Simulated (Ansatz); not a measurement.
Ansatz (a program for electronic structure) job for Ti(Cl)3(OSiH3) (Cl₃H₃OSiTi), SMILES [Cl][Ti]([Cl])([Cl])[O][SiH3], multiplicity 1, B3LYP-D3(BJ)/def2-SVP. 

Ansatz 0.2 input:
```yaml
crystal:
  periodic: [false, false, false]
  atoms:
    - {symbol: Ti, position_ang: [-0.18434087, 0.17379946, 0.17213189]}
    - {symbol: Cl, position_ang: [0.10551171, 2.25960883, -0.11865552]}
    - {symbol: Cl, position_ang: [-0.00025918, -0.18260351, 2.25952937]}
    - {symbol: Cl, position_ang: [-2.20877516, -0.22979667, -0.33570641]}
    - {symbol: O, position_ang: [0.89132564, -0.75541253, -0.73435994]}
    - {symbol: Si, position_ang: [1.87905520, -1.67592285, -1.64222002]}
    - {symbol: H, position_ang: [3.09962057, -1.87201749, -0.84764516]}
    - {symbol: H, position_ang: [2.12348780, -0.91558381, -2.87596001]}
    - {symbol: H, position_ang: [1.15489739, -2.93231384, -1.88518289]}
basis:
  gaussian:
    orbitals: def2-SVP
hamiltonian:
  xc: b3lyp
  dispersion: d3bj
relax: {f_tol: 0.002, max_steps: 200}
```

It prints:

```
WARN ansatz: RAYON_NUM_THREADS=1 ignored (pool sized by the plan → 1); use --threads N
Functional definition: B3LYP
integrals: 0.10 GiB planned
1388 factors; integrals over basis functions are off by at most 4.4e-4 eV
mean field: 0.91 GiB planned
mean field evaluation 1: about -70641.4800 eV, gradient 5.9e1 eV
mean field evaluation 2: about -70510.2267 eV, gradient 2.8e2 eV
mean field evaluation 4: about -70644.5828 eV, gradient 3.9e1 eV
mean field evaluation 8: about -70647.9361 eV, gradient 1.9e-1 eV
mean field evaluation 16: about -70647.9362 eV, gradient 4.4e-5 eV
mean field -70647.93616952 eV, -2596.2637673389 hartree, gradient 4.4e-5 eV, S^2 0.000000; 0 other end points of the search recorded, 0 dependent functions left out
the calculation of the forces begins
reference -70647.93655549 eV, -2596.2637815230 hartree; 49, 49 occupied and 83, 83 virtual orbitals, 1388 factors
relax step   1: F+E_penalty+E_count = -70648.55512889 eV  Δ(F+E_penalty+E_count) = +0.000e0 eV  max|allowed force component| = 1.231e0 eV/Å  Δτ_max = 0.0000 Å  (29 SCF iters, accepted)
these checks for a lower state are left out or cut short: starts, cluster_reference, orbital_swaps, neighbouring_geometries, increment
integrals: 0.10 GiB planned
1388 factors; integrals over basis functions are off by at most 4.7e-4 eV
mean field: 0.91 GiB planned
mean field -70648.25366603 eV, -2596.2754351204 hartree, gradient 2.6e-5 eV, S^2 0.000000; 0 other end points of the search recorded, 0 dependent functions left out
the calculation of the forces begins
reference -70648.25405542 eV, -2596.2754494302 hartree; 49, 49 occupied and 83, 83 virtual orbitals, 1388 factors
relax step   2: F+E_penalty+E_count = -70648.84889060 eV  Δ(F+E_penalty+E_count) = -2.938e-1 eV  max|allowed force component| = 5.903e-1 eV/Å  Δτ_max = 0.1048 Å  (33 SCF iters, accepted)
these checks for a lower state are left out or cut short: starts, cluster_reference, orbital_swaps, neighbouring_geometries, increment
integrals: 0.10 GiB planned
1388 factors; integrals over basis functions are off by at most 4.8e-4 eV
mean field: 0.90 GiB planned
mean field -70648.27560147 eV, -2596.2762412328 hartree, gradient 1.7e-5 eV, S^2 0.000000; 0 other end points of the search recorded, 0 dependent functions left out
the calculation of the forces begins
reference -70648.27599103 eV, -2596.2762555491 hartree; 49, 49 occupied and 83, 83 virtual orbitals, 1388 factors
relax step   3: F+E_penalty+E_count = -70648.86877688 eV  Δ(F+E_penalty+E_count) = -1.989e-2 eV  max|allowed force component| = 2.099e-1 eV/Å  Δτ_max = 0.0240 Å  (33 SCF iters, accepted)
these checks for a lower state are left out or cut short: starts, cluster_reference, orbital_swaps, neighbouring_geometries, increment
integrals: 0.10 GiB planned
1388 factors; integrals over basis functions are off by at most 4.8e-4 eV
mean field: 0.90 GiB planned
mean field evaluation 32: about -70648.2517 eV, gradient 6.7e-1 eV
mean field -70648.27826037 eV, -2596.2763389455 hartree, gradient 1.6e-5 eV, S^2 0.000000; 0 other end points of the search recorded, 0 dependent functions left out
the calculation of the forces begins
reference -70648.27864998 eV, -2596.2763532635 hartree; 49, 49 occupied and 83, 83 virtual orbitals, 1388 factors
relax step   4: F+E_penalty+E_count = -70648.87077537 eV  Δ(F+E_penalty+E_count) = -1.998e-3 eV  max|allowed force component| = 3.612e-2 eV/Å  Δτ_max = 0.0098 Å  (34 SCF iters, accepted)
these checks for a lower state are left out or cut short: starts, cluster_reference, orbital_swaps, neighbouring_geometries, increment
integrals: 0.10 GiB planned
1388 factors; integrals over basis functions are off by at most 4.8e-4 eV
mean field: 0.91 GiB planned
mean field -70648.27850410 eV, -2596.2763479026 hartree, gradient 2.2e-5 eV, S^2 0.000000; 0 other end points of the search recorded, 0 dependent functions left out
the calculation of the forces begins
reference -70648.27889370 eV, -2596.2763622203 hartree; 49, 49 occupied and 83, 83 virtual orbitals, 1388 factors
relax step   5: F+E_penalty+E_count = -70648.87085784 eV  Δ(F+E_penalty+E_count) = -8.248e-5 eV  max|allowed force component| = 4.879e-3 eV/Å  Δτ_max = 0.0086 Å  (27 SCF iters, accepted)
these checks for a lower state are left out or cut short: starts, cluster_reference, orbital_swaps, neighbouring_geometries, increment
integrals: 0.10 GiB planned
1388 factors; integrals over basis functions are off by at most 4.8e-4 eV
[...]
relax step  43: F+E_penalty+E_count = -70648.87171010 eV  Δ(F+E_penalty+E_count) = -7.079e-7 eV  max|allowed force component| = 2.859e-3 eV/Å  Δτ_max = 0.0031 Å  (26 SCF iters, accepted)
these checks for a lower state are left out or cut short: starts, cluster_reference, orbital_swaps, neighbouring_geometries, increment
integrals: 0.10 GiB planned
1388 factors; integrals over basis functions are off by at most 3.8e-4 eV
mean field: 0.91 GiB planned
mean field evaluation 288: about -70648.2791 eV, gradient 1.0e-1 eV
mean field -70648.27914510 eV, -2596.2763714590 hartree, gradient 1.2e-5 eV, S^2 0.000000; 0 other end points of the search recorded, 0 dependent functions left out
the calculation of the forces begins
reference -70648.27953324 eV, -2596.2763857228 hartree; 49, 49 occupied and 83, 83 virtual orbitals, 1388 factors
relax step  44: F+E_penalty+E_count = -70648.87171050 eV  Δ(F+E_penalty+E_count) = -4.028e-7 eV  max|allowed force component| = 3.033e-3 eV/Å  Δτ_max = 0.0032 Å  (26 SCF iters, accepted)
these checks for a lower state are left out or cut short: starts, cluster_reference, orbital_swaps, neighbouring_geometries, increment
integrals: 0.10 GiB planned
1388 factors; integrals over basis functions are off by at most 3.8e-4 eV
mean field: 0.90 GiB planned
mean field -70648.27914737 eV, -2596.2763715424 hartree, gradient 5.5e-5 eV, S^2 0.000000; 0 other end points of the search recorded, 0 dependent functions left out
the calculation of the forces begins
reference -70648.27953551 eV, -2596.2763858062 hartree; 49, 49 occupied and 83, 83 virtual orbitals, 1388 factors
relax step  45: F+E_penalty+E_count = -70648.87171114 eV  Δ(F+E_penalty+E_count) = -6.321e-7 eV  max|allowed force component| = 2.585e-3 eV/Å  Δτ_max = 0.0017 Å  (22 SCF iters, accepted)
these checks for a lower state are left out or cut short: starts, cluster_reference, orbital_swaps, neighbouring_geometries, increment
integrals: 0.10 GiB planned
1388 factors; integrals over basis functions are off by at most 3.8e-4 eV
mean field: 0.90 GiB planned
mean field -70648.27915664 eV, -2596.2763718829 hartree, gradient 8.6e-5 eV, S^2 0.000000; 0 other end points of the search recorded, 0 dependent functions left out
the calculation of the forces begins
reference -70648.27954477 eV, -2596.2763861466 hartree; 49, 49 occupied and 83, 83 virtual orbitals, 1388 factors
relax step  46: F+E_penalty+E_count = -70648.87171215 eV  Δ(F+E_penalty+E_count) = -1.010e-6 eV  max|allowed force component| = 2.475e-3 eV/Å  Δτ_max = 0.0019 Å  (23 SCF iters, accepted)
these checks for a lower state are left out or cut short: starts, cluster_reference, orbital_swaps, neighbouring_geometries, increment
integrals: 0.10 GiB planned
1388 factors; integrals over basis functions are off by at most 3.8e-4 eV
mean field: 0.90 GiB planned
mean field -70648.27916442 eV, -2596.2763721688 hartree, gradient 1.1e-5 eV, S^2 0.000000; 0 other end points of the search recorded, 0 dependent functions left out
the calculation of the forces begins
reference -70648.27955256 eV, -2596.2763864326 hartree; 49, 49 occupied and 83, 83 virtual orbitals, 1388 factors
relax step  47: F+E_penalty+E_count = -70648.87171270 eV  Δ(F+E_penalty+E_count) = -5.532e-7 eV  max|allowed force component| = 2.984e-3 eV/Å  Δτ_max = 0.0029 Å  (26 SCF iters, accepted)
these checks for a lower state are left out or cut short: starts, cluster_reference, orbital_swaps, neighbouring_geometries, increment
integrals: 0.10 GiB planned
1388 factors; integrals over basis functions are off by at most 3.8e-4 eV
mean field: 0.91 GiB planned
mean field -70648.27918076 eV, -2596.2763727695 hartree, gradient 9.3e-6 eV, S^2 0.000000; 0 other end points of the search recorded, 0 dependent functions left out
the calculation of the forces begins
reference -70648.27956891 eV, -2596.2763870335 hartree; 49, 49 occupied and 83, 83 virtual orbitals, 1388 factors
relax step  48: F+E_penalty+E_count = -70648.87171331 eV  Δ(F+E_penalty+E_count) = -6.152e-7 eV  max|allowed force component| = 4.033e-3 eV/Å  Δτ_max = 0.0054 Å  (27 SCF iters, accepted)
these checks for a lower state are left out or cut short: starts, cluster_reference, orbital_swaps, neighbouring_geometries, increment
integrals: 0.10 GiB planned
1388 factors; integrals over basis functions are off by at most 3.8e-4 eV
mean field: 0.91 GiB planned
mean field -70648.27918488 eV, -2596.2763729206 hartree, gradient 4.2e-5 eV, S^2 0.000000; 0 other end points of the search recorded, 0 dependent functions left out
the calculation of the forces begins
reference -70648.27957302 eV, -2596.2763871846 hartree; 49, 49 occupied and 83, 83 virtual orbitals, 1388 factors
relax step  49: F+E_penalty+E_count = -70648.87171377 eV  Δ(F+E_penalty+E_count) = -4.556e-7 eV  max|allowed force component| = 3.184e-3 eV/Å  Δτ_max = 0.0012 Å  (22 SCF iters, accepted)
these checks for a lower state are left out or cut short: starts, cluster_reference, orbital_swaps, neighbouring_geometries, increment
integrals: 0.10 GiB planned
1388 factors; integrals over basis functions are off by at most 3.8e-4 eV
mean field: 0.91 GiB planned
mean field evaluation 320: about -70648.2792 eV, gradient 4.4e-5 eV
mean field -70648.27918455 eV, -2596.2763729087 hartree, gradient 4.4e-5 eV, S^2 0.000000; 0 other end points of the search recorded, 0 dependent functions left out
the calculation of the forces begins
reference -70648.27957270 eV, -2596.2763871729 hartree; 49, 49 occupied and 83, 83 virtual orbitals, 1388 factors
relax step  50: F+E_penalty+E_count = -70648.87171440 eV  Δ(F+E_penalty+E_count) = -6.274e-7 eV  max|allowed force component| = 2.045e-3 eV/Å  Δτ_max = 0.0011 Å  (22 SCF iters, accepted)
these checks for a lower state are left out or cut short: starts, cluster_reference, orbital_swaps, neighbouring_geometries, increment
integrals: 0.10 GiB planned
1388 factors; integrals over basis functions are off by at most 3.8e-4 eV
mean field: 0.91 GiB planned
mean field -70648.27917868 eV, -2596.2763726930 hartree, gradient 5.9e-5 eV, S^2 0.000000; 0 other end points of the search recorded, 0 dependent functions left out
the calculation of the forces begins
reference -70648.27956683 eV, -2596.2763869572 hartree; 49, 49 occupied and 83, 83 virtual orbitals, 1388 factors
relax step  51: F+E_penalty+E_count = -70648.87171473 eV  Δ(F+E_penalty+E_count) = -3.312e-7 eV  max|allowed force component| = 1.678e-3 eV/Å  Δτ_max = 0.0013 Å  (23 SCF iters, accepted)
integrals: 0.10 GiB planned
1388 factors; integrals over basis functions are off by at most 3.8e-4 eV
mean field: 0.91 GiB planned
mean field -70648.27917868 eV, -2596.2763726930 hartree, gradient 5.9e-5 eV, S^2 0.000000; 1 other end points of the search recorded, 0 dependent functions left out
the calculation of the forces begins
reference -70648.27956683 eV, -2596.2763869572 hartree; 49, 49 occupied and 83, 83 virtual orbitals, 1388 factors
Total energy: -70648.87210288 eV, -2596.2981622553 hartree
Atom 0 at    -0.261980     0.232455     0.225652 Å, force     0.000236    -0.001678    -0.001444 eV/Å
Atom 1 at    -0.102166     2.312698    -0.430996 Å, force     0.000075     0.000534    -0.000052 eV/Å
Atom 2 at     0.295253     0.059697     2.333693 Å, force    -0.000009     0.000000     0.000438 eV/Å
Atom 3 at    -2.299177    -0.502664    -0.080884 Å, force     0.000906     0.000296     0.000223 eV/Å
Atom 4 at     0.829193    -0.737132    -0.721472 Å, force    -0.000923     0.000599     0.000611 eV/Å
Atom 5 at     1.883007    -1.679807    -1.643676 Å, force    -0.000071     0.000753    -0.000621 eV/Å
Atom 6 at     2.841646    -2.341006    -0.720347 Å, force     0.000248     0.000232     0.000118 eV/Å
Atom 7 at     2.596686    -0.784507    -2.591294 Å, force    -0.000141    -0.000335     0.000810 eV/Å
Atom 8 at     1.078061    -2.689977    -2.378744 Å, force    -0.000321    -0.000402    -0.000083 eV/Å
Dipole moment:     0.362022    -0.322691    -0.315426 e Å
```

The calculation finished and met its thresholds.
